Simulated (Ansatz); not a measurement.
Species: diiodo(methoxy)borane, CH3BI2O, charge 0, multiplicity 1. 
Coordinates optimised at B3LYP-D3(BJ)/def2-TZVP (Ansatz, a first-principles code):
```
O
B 1 1.3247
C 1 1.4331 2 126.55
H 3 1.0866 1 106.63 2 -180.00
H 3 1.0892 4 110.23 1 119.51
H 3 1.0892 4 110.23 5 120.98
I 2 2.1483 1 117.69 3 -180.00
I 2 2.1636 1 122.66 3 0.00
```

Parts of the frozen-core correlation energy in def2-QZVPP (Ansatz, hartree). Frozen orbitals: 21; correlated occupied orbitals by spin: 15 and 15; virtual: 389 and 389. Spin-orbit coupling is left out. Past Kr the def2 sets carry scalar-relativistic core potentials.

| term | value |
|---|---|
| reference (HF) | -732.64568 |
| MP2 opposite-spin | -0.65328 |
| MP2 same-spin | -0.20299 |
| CCSD correlation | -0.88833 |
| (T) | -0.04191 |
| T1 diagnostic | 0.013 |
| largest doubles amplitude | 0.024 |
